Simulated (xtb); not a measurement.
xtb input file for B(H)(F)(NH2) (BFH3N), SMILES NBF, GFN2-xTB. 

```
$ xtb mol.xyz --gfn 2 --ohess tight --chrg 0 --uhf 0 --json
$ cat mol.xyz
6

B      0.19290000    -0.51750000     0.39110000
H     -0.08170000    -1.65720000     0.23540000
F      1.03430000    -0.20530000     1.37640000
N     -0.28910000     0.48840000    -0.43150000
H      0.00110000     1.44560000    -0.34480000
H     -0.90440000     0.37790000    -1.19770000
```

It prints:

```
[banner left out]
          |                Calculation Setup                |
           -------------------------------------------------



           -------------------------------------------------
          |                 G F N 2 - x T B                 |
           -------------------------------------------------

        Reference                      10.1021/acs.jctc.8b01176
      * Hamiltonian:
        H0-scaling (s, p, d)           1.850000    2.230000    2.230000
        zeta-weighting                 0.500000
      * Dispersion:
        s8                             2.700000
        a1                             0.520000
        a2                             5.000000
        s9                             5.000000
      * Repulsion:
        kExp                           1.500000    1.000000
        rExp                           1.000000
      * Coulomb:
        alpha                          2.000000
        third order                    shell-resolved
        anisotropic                    true
        a3                             3.000000
        a5                             4.000000
        cn-shift                       1.200000
        cn-exp                         4.000000
        max-rad                        5.000000


          ...................................................
          :                      SETUP                      :
          :.................................................:
          :  # basis functions                  15          :
          :  # atomic orbitals                  15          :
          :  # shells                            9          :
          :  # electrons                        18          :
          :  max. iterations                   250          :
          :  Hamiltonian                  GFN2-xTB          :
          :  restarted?                      false          :
          :  GBSA solvation                  false          :
          :  PC potential                    false          :
          :  electronic temp.          300.0000000     K    :
          :  accuracy                    1.0000000          :
          :  -> integral cutoff          0.2500000E+02      :
          :  -> integral neglect         0.1000000E-07      :
          :  -> SCF convergence          0.1000000E-05 Eh   :
          :  -> wf. convergence          0.1000000E-03 e    :
          :  Broyden damping             0.4000000          :
          :  net charge                          0          :
          :  unpaired electrons                  0          :
          ...................................................

 iter      E             dE          RMSdq      gap      omega  full diag
   1    -10.4980223 -0.104980E+02  0.886E+00    6.85       0.0  T
   2    -10.5731285 -0.751062E-01  0.556E+00    6.04       1.0  T
   3    -10.5756919 -0.256340E-02  0.215E+00    6.92       1.0  T
   4    -10.5822741 -0.658221E-02  0.779E-01    6.64       1.0  T
   5    -10.5833038 -0.102973E-02  0.311E-01    6.83       1.0  T
   6    -10.5835106 -0.206840E-03  0.763E-02    6.74       1.0  T
   7    -10.5835325 -0.218180E-04  0.240E-02    6.76       1.7  T
   8    -10.5835325 -0.912189E-07  0.718E-03    6.75       5.7  T
   9    -10.5835327 -0.198675E-06  0.332E-03    6.75      12.3  T
  10    -10.5835328 -0.710310E-07  0.790E-04    6.75      51.7  T
  11    -10.5835328 -0.410583E-08  0.246E-04    6.75     166.1  T

   *** convergence criteria satisfied after 11 iterations ***

         #    Occupation            Energy/Eh            Energy/eV
      -------------------------------------------------------------
         1        2.0000           -0.7798507             -21.2208
       ...           ...                  ...                  ...
         3        2.0000           -0.5421078             -14.7515
         4        2.0000           -0.5399229             -14.6920
         5        2.0000           -0.5056929             -13.7606
         6        2.0000           -0.4917799             -13.3820
         7        2.0000           -0.4814199             -13.1001
         8        2.0000           -0.4320369             -11.7563
         9        2.0000           -0.4261393             -11.5958 (HOMO)
        10                         -0.1780010              -4.8437 (LUMO)
        11                          0.0556183               1.5135
        12                          0.1802908               4.9060
        13                          0.3431866               9.3386
        14                          0.4703935              12.8001
        15                          0.5039746              13.7138
      -------------------------------------------------------------
                  HL-Gap            0.2481383 Eh            6.7522 eV
             Fermi-level           -0.3020701 Eh           -8.2197 eV

 SCC (total)                   0 d,  0 h,  0 min,  0.003 sec
[...]
     1   5 B        2.501     0.381    17.592     7.325
     2   1 H        0.939    -0.093     5.312     3.603
     3   9 F        0.723    -0.305    12.383     4.155
     4   7 N        2.562    -0.334    28.624     7.946
     5   1 H        0.860     0.181     1.210     1.723
     6   1 H        0.861     0.170     1.275     1.769

 Mol. C6AA /au·bohr⁶  :        304.572223
 Mol. C8AA /au·bohr⁸  :       6600.591855
 Mol. α(0) /au        :         26.521467


Wiberg/Mayer (AO) data.
largest (>0.10) Wiberg bond orders for each atom

 ---------------------------------------------------------------------------
     #   Z sym  total        # sym  WBO       # sym  WBO       # sym  WBO
 ---------------------------------------------------------------------------
     1   5 B    3.368 --     4 N    1.386     3 F    1.020     2 H    0.956
     2   1 H    0.991 --     1 B    0.956
     3   9 F    1.104 --     1 B    1.020
     4   7 N    3.367 --     1 B    1.386     6 H    0.961     5 H    0.952
     5   1 H    0.967 --     4 N    0.952
     6   1 H    0.971 --     4 N    0.961
 ---------------------------------------------------------------------------

Topologies differ in total number of bonds
Writing topology from bond orders to xtbtopo.mol

molecular dipole:
                 x           y           z       tot (Debye)
 q only:       -0.554       0.321      -0.770
   full:       -0.580       0.487      -0.839       2.874
molecular quadrupole (traceless):
                xx          xy          yy          xz          yz          zz
 q only:       -0.431      -0.022       1.494      -1.351      -0.205      -1.063
  q+dip:       -1.041       0.068       2.650      -1.305      -0.481      -1.609
   full:       -0.505      -0.144       1.774      -1.739      -0.360      -1.268

           -------------------------------------------------
          |                Geometry Summary                 |
           -------------------------------------------------

      molecular mass/u    :       46.8399567
   center of mass at/Å    :        0.3612394      -0.0486262       0.4793574
  moments of inertia/u·Å² :        0.8363426E+01   0.5015234E+02   0.5851577E+02
rotational constants/cm⁻¹ :        0.2015637E+01   0.3361285E+00   0.2880870E+00

 * 5 selected distances

     #   Z          #   Z                                           value/Å
     1   5 B        2   1 H                                       1.1695589
     1   5 B        3   9 F                                       1.3336922
     1   5 B        4   7 N                                       1.3815214 (max)
     4   7 N        5   1 H                                       1.0063093
     4   7 N        6   1 H                                       1.0033757 (min)

 * 4 distinct bonds (by element types)

   Z      Z             #   av. dist./Å        max./Å        min./Å
   1 H    5 B           1     1.1695589     1.1695589     1.1695589
   1 H    7 N           2     1.0048425     1.0063093     1.0033757
   5 B    7 N           1     1.3815214     1.3815214     1.3815214
   5 B    9 F           1     1.3336922     1.3336922     1.3336922

           -------------------------------------------------
          |               Frequency Printout                |
           -------------------------------------------------
 projected vibrational frequencies (cm⁻¹)
eigval :       -0.00    -0.00     0.00     0.00     0.00     0.00
eigval :      408.19   545.85   595.83   789.12   827.43  1012.06
eigval :     1135.23  1368.84  1525.83  2652.93  3501.15  3559.05
 reduced masses (amu)
   1:  8.67   2: 11.86   3: 15.45   4: 17.45   5: 12.55   6: 12.23   7: 10.73   8:  2.75
   9:  5.10  10:  3.23  11:  6.62  12:  3.76  13: 11.15  14:  8.59  15:  4.91  16:  1.82
  17:  1.58  18:  2.06
 IR intensities (km·mol⁻¹)
   1:  2.33   2:  2.08   3:  2.36   4:  2.28   5:  0.75   6:  3.85   7:  8.15   8: 19.70
   9:275.57  10: 43.67  11: 32.01  12:  6.27  13:159.62  14:259.35  15:200.87  16:149.34
  17:  4.14  18:  2.46
 Raman intensities (Ä⁴*amu⁻¹)
   1:  0.00   2:  0.00   3:  0.00   4:  0.00   5:  0.00   6:  0.00   7:  0.00   8:  0.00
   9:  0.00  10:  0.00  11:  0.00  12:  0.00  13:  0.00  14:  0.00  15:  0.00  16:  0.00
Molecule has the following symmetry elements: (sigma)
It seems to be the Cs point group
  17:  0.00  18:  0.00
 output can be read by thermo (or use thermo option).
 writing <g98.out> molden fake output.
 recommended (thermochemical) frequency scaling factor: 1.0
           -------------------------------------------------
          |             Thermodynamic Functions             |
           -------------------------------------------------

cs  symmetry found (for desy threshold:  0.10E+00) used in thermo

          ...................................................
          :                      SETUP                      :
          :.................................................:
          :  # frequencies                          12      :
          :  # imaginary freq.                       0      :
          :  linear?                             false      :
          :  only rotor calc.                    false      :
          :  symmetry                               cs      :
          :  rotational number                       1      :
          :  scaling factor                  1.0000000      :
          :  rotor cutoff                   50.0000000 cm⁻¹ :
          :  imag. cutoff                  -20.0000000 cm⁻¹ :
          :.................................................:

    mode    ω/cm⁻¹     T·S(HO)/kcal·mol⁻¹    T·S(FR)/kcal·mol⁻¹   T·S(vib)
   ------------------------------------------------------------------------
   ------------------------------------------------------------------------

   temp. (K)  partition function   enthalpy   heat capacity  entropy
                                   cal/mol     cal/K/mol   cal/K/mol   J/K/mol
 298.15  VIB   1.40                  551.139      5.720      2.520
         ROT  0.120E+05              888.752      2.981     21.641
         INT  0.168E+05             1439.892      8.701     24.161
         TR   0.310E+27             1481.254      4.968     37.440
         TOT                        2921.1456    13.6687    61.6011   257.7392

       T/K    H(0)-H(T)+PV         H(T)/Eh          T*S/Eh         G(T)/Eh
   ------------------------------------------------------------------------
    298.15    0.465514E-02    0.454834E-01    0.292687E-01    0.162147E-01
   ------------------------------------------------------------------------

         :::::::::::::::::::::::::::::::::::::::::::::::::::::
         ::                  THERMODYNAMIC                  ::
         :::::::::::::::::::::::::::::::::::::::::::::::::::::
         :: total free energy         -10.478405869351 Eh   ::
         ::.................................................::
         :: total energy              -10.494620560016 Eh   ::
         :: zero point energy           0.040828236127 Eh   ::
         :: G(RRHO) w/o ZPVE           -0.024613545462 Eh   ::
         :: G(RRHO) contrib.            0.016214690665 Eh   ::
         :::::::::::::::::::::::::::::::::::::::::::::::::::::

optimized geometry written to: xtbopt.xyz


           -------------------------------------------------
          | TOTAL ENERGY              -10.494620560016 Eh   |
          | TOTAL ENTHALPY            -10.449137182035 Eh   |
          | TOTAL FREE ENERGY         -10.478405869351 Eh   |
          | GRADIENT NORM               0.000103560441 Eh/α |
          | HOMO-LUMO GAP               6.794587670899 eV   |
           -------------------------------------------------

------------------------------------------------------------------------
------------------------------------------------------------------------
 total:
 SCF:
 ANC optimizer:
 analytical hessian:
Note: The following floating-point exceptions are signalling: IEEE_DENORMAL
normal termination of xtb
```

The run converged.

Cost: roughly 0.10 core-seconds.
